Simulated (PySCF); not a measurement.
Compound: C7H7N.
Cartesian coordinates in Å at the PBE0-D3(BJ)/def2-SVP level; atoms count from 1:
```
atom  x, y, z in Å
C1     3.294    0.419   -0.711
C2     2.221   -0.049   -0.055
C3     0.855    0.258   -0.420
C4    -0.224   -0.206    0.245
C5    -1.609    0.089   -0.102
C6    -2.668   -0.386    0.587
C7    -1.842    0.932   -1.246
N8    -2.008    1.610   -2.171
H9     3.186    1.074   -1.581
H10    4.310    0.163   -0.402
H11    2.364   -0.704    0.812
H12    0.705    0.908   -1.291
H13   -0.087   -0.854    1.116
H14   -3.692   -0.144    0.297
H15   -2.516   -1.028    1.457
```

Computed with PySCF at CAM-B3LYP/def2-SVPD, non-relativistic, on one gas-phase PBE0-D3(BJ)/def2-SVP geometry that isn't relaxed in the solvent. The solvent is an IEF-PCM continuum (van der Waals radii × 1.2). The model holds no explicit solvent molecules, cavitation or dispersion.

Gas phase at CAM-B3LYP/def2-SVPD: HOMO -7.98 eV, LUMO -1.16 eV, dipole 3.90 D.

Question: What does the continuum do to the energy, the frontier levels and the dipole at CAM-B3LYP/def2-SVPD in benzene and chloroform?

Answer: 
```csv
solvent,ε,E(solvent) − E(gas) (kcal/mol),polarisation term (kcal/mol),distortion of the solute (kcal/mol),HOMO (eV),LUMO (eV),dipole (D)
benzene,2.271,-3.06,-3.35,0.29,-7.86,-1.04,4.46
chloroform,4.711,-4.87,-5.64,0.77,-7.80,-0.99,4.82
```

The first energy column is the sum of the next two and covers electrostatics alone. From benzene to chloroform the lowering changes by a factor 1.59, Onsager's factor (ε − 1)/(2ε + 1) by 1.55 and ε itself by 2.1.

Question: Which radius a makes the point-dipole formula ΔE = −[(ε − 1)/(2ε + 1)]·μ²/a³ give the value in chloroform, with the gas-phase dipole?

Answer: μ = 1.533 au and |ΔE| = 0.00776 Eh give a = 2.52 Å; the farthest nucleus lies 4.16 Å from the centroid of the nuclei, so such a sphere wouldn't even hold the nuclei. The formula assumes a rigid point dipole at the centre of a sphere.

Question: Give the dipole vector in the frame of the coordinates (D, pointing from negative to positive charge), gas and chloroform.

Answer: Gas (1.12, -2.22, 3.00), solvent (1.05, -2.79, 3.78). Its length changes by +24 % and its direction by 4°.

Question: How does the static polarisability (CAM-B3LYP/def2-SVPD, frozen core, with the continuum's full static response) change?

Answer: 
```tsv
medium	isotropic (au)	principal values (au)	⟨r²⟩ of the electrons (bohr²)
gas	104.1	54.0, 90.6, 167.8	1289.5
benzene	121.9	60.9, 103.9, 200.8	1289.4
chloroform	133.8	66.5, 112.9, 222.0	1289.3
```

The isotropic value in chloroform is 1.28 times the gas-phase one; no cavity-field correction is applied. ⟨r²⟩ is taken about the centre of nuclear charge.
